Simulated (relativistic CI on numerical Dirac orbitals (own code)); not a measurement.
Method of calculation: Dirac-Coulomb-Breit CI, orbitals from a KLI potential per configuration, a model potential for QED, unscaled Slater integrals (own radial code, finite nucleus).

CI space (outside the closed core [Ne]): 3s2.3p6, 3s2.3p5.3d, 3s.3p6.3d, 3s2.3p5.4s, 3s2.3p5.4p, 3s2.3p5.4d, 3p6.3d.4p, 3s.3p6.4s, 3s2.3p5.4f, 3s.3p6.4p, 3s.3p6.4d, 3s.3p6.4f, 3s2.3p5.5s, 3s2.3p5.5p, 3s2.3p5.5d, 3s2.3p5.5f, 3s2.3p5.5g, 3s.3p6.5s, 3s.3p6.5p, 3s.3p6.5d, 3s.3p6.5f, 3p6.3d2, 3p5.3d3, 3p5.3d2.4s, 3p5.3d2.4p, 3p5.3d2.4d, 3p6.3d.4s, 3p5.3d.4s2, 3p5.3d.4s.4p, 3p5.3d.4s.4d, 3p6.4s2, 3p5.4s2.4p, 3p5.4s2.4d. Double excitations out of closed p, d and f shells are left out; levels of such configurations are missing from the list, as are those of other unlisted configurations, and high levels can miss mixing partners. These lack a partner that the ground configuration has and come out too high: 3s2.3p5.4f, 3s2.3p5.5s, 3s2.3p5.5p, 3s2.3p5.5d, 3s2.3p5.5f.

At this charge energies of transitions that change n are usually good to better than 1 %, and those within a shell (Δn = 0) to a few per cent.

Outline of the computed level scheme of Ho L. Lowest level of each configuration: 3s2.3p6 1S_0 at 0.00 eV; 3s2.3p5.3d 3P°_0 at 208.19 eV; 3s.3p6.3d 3D_1 at 621.70 eV; 3p6.3d2 3F_2 at 1258.57 eV; 3p5.3d3 3D°_2 at 1467.69 eV.

Some strong electric-dipole decays among the lowest 45 levels: 3s2.3p5.3d 1P°_1 → 3s2.3p6 1S_0 (2.5e+12 s⁻¹); 3s.3p6.3d 3D_2 → 3s2.3p5.3d 3F°_3 (1.4e+12 s⁻¹); 3s.3p6.3d 3D_3 → 3s2.3p5.3d 3F°_4 (1.3e+12 s⁻¹); 3s.3p6.3d 3D_1 → 3s2.3p5.3d 3D°_2 (8.4e+11 s⁻¹); 3s.3p6.3d 3D_1 → 3s2.3p5.3d 3P°_1 (7.9e+11 s⁻¹); 3s2.3p5.3d 1P°_1 → 3s2.3p6 1S_0 (6.3e+11 s⁻¹); 3s.3p6.3d 3D_2 → 3s2.3p5.3d 3D°_2 (4.8e+11 s⁻¹); 3s.3p6.3d 3D_1 → 3s2.3p5.3d 3P°_0 (3.6e+11 s⁻¹).

LS names give the leading component of a level, which can be under half, so a name can repeat, a term be missing and a line seem to break the LS rules.
